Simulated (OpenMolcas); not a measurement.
Cr4+ with 6 ligands (bromide) in octahedral coordination (Oh). A charge of +0.333 e stands 2.6 Å behind each ligand. Ligand basis ANO-RCC-VDZP.

```json
{"Program": "OpenMolcas", "Method": "CASSCF", "Basis": "ANO-RCC-VDZP [5s4p2d1f]", "Scalar Hamiltonian": "DKH2, point nucleus", "Active space": "2 electrons in 5 orbitals (3d)", "State averaging": "2S+1 = 3 even, 10 roots; 2S+1 = 1 even, 15 roots", "Spin-orbit coupling": "RASSI with atomic mean-field integrals over the reference wave functions"}
```

All ligands move together. At R = 2.46 Å the first state of the same spin is 13922 cm-1, and at R = 2.58 Å it is 11317 cm-1.

Task: A third run gives 17812 cm-1. What distance was it run at?

Result: With a power law R^-n the two known points give n = -ln(11317 / 13922) / ln(2.58 / 2.46) = 4.35. Then R = 2.46 × (13922 / 17812)^(1/4.35) = 2.325 Å. The run was at 2.32 Å, so the estimate is off by +0.005 Å.

An orbital triplet at a regular site is open to Jahn-Teller coupling, which can distort the site and quench the lowest spin-orbit gaps and is left out. Without dynamic correlation the repulsion within the d shell is too large (B by tens of per cent), so at a given field states of lower spin stand too high. Ligand-to-metal charge-transfer states are missing. This ion would oxidise such ligands; the complex is a model and need not exist. With no ligand orbital active B as a rule stays too high, so bands that hang on it stand too high and its fall with covalency is understated. With metal d orbitals alone and no dynamic correlation the field as a rule comes out too small, by tens of per cent, by up to half for chloride and softer ligands. The least metal-like active orbital is 67 % on the metal (Löwdin) and no ligand orbital is active, so the numbers are rough (holds for R = 2.32; R = 2.46). The least metal-like active orbital is 66 % on the metal (Löwdin) and no ligand orbital is active, so the numbers are rough (holds for R = 2.58). No measured value stands beside these numbers; the geometry is a model, was not optimised and need not be the one that this ion takes.
